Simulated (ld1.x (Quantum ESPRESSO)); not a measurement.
## Configuration tests for Au (Z = 79) (TM semilocal)

- Element: Au
- Generator: ld1.x (Quantum ESPRESSO) 7.5
- Type: norm-conserving Troullier–Martins (semilocal form)
- Functional: PBEsol
- Relativity: scalar-relativistic
- Frozen core: [Xe]
- Valence charge: 25
- Reference configuration: 4f14 5d10 6s0 6p0 (charge +1)
- Partial waves: 6s (bound, empty): rc 2.25 bohr; 6p (bound, empty): rc 1.05 bohr; 5d (bound): rc 2.05 bohr; 4f (bound): rc 0.70 bohr
- Local potential: the f channel
- Core correction: a·sin(br)/r model core inside 0.60 bohr

Energies are relative to the spin-unpolarised reference configuration 4f14 5d10 6s0 6p0; without spin polarisation the order of configurations can differ from experiment. Not all tests gave a result: 2 of 7 tests not solved or not reliable. Left out of the table: 4f14 5d10 6s0 6p1 (solver errors, printed error -2.3 eV); 4f14 5d9 6s1 6p1 (solver errors, printed error -2.6 eV).

```csv
valence configuration,charge,ΔE all-electron (eV),error AE − PS (meV)
4f14 5d10 6s1 6p0,0,-9.439,-9.1
4f14 5d9 6s0 6p0,+2,21.238,-35
4f14 5d8 6s0 6p0,+3,55.145,-192
4f13 5d10 6s1 6p0,+1,83.266,-1960
4f14 5d7 6s0 6p0,+4,102.886,-565
```

The ghost test of this file was not conclusive. The 6p radius (1.05 bohr) lies inside the outermost node of the all-electron wave (1.31 bohr), which a nodeless pseudo-wave cannot match soundly.
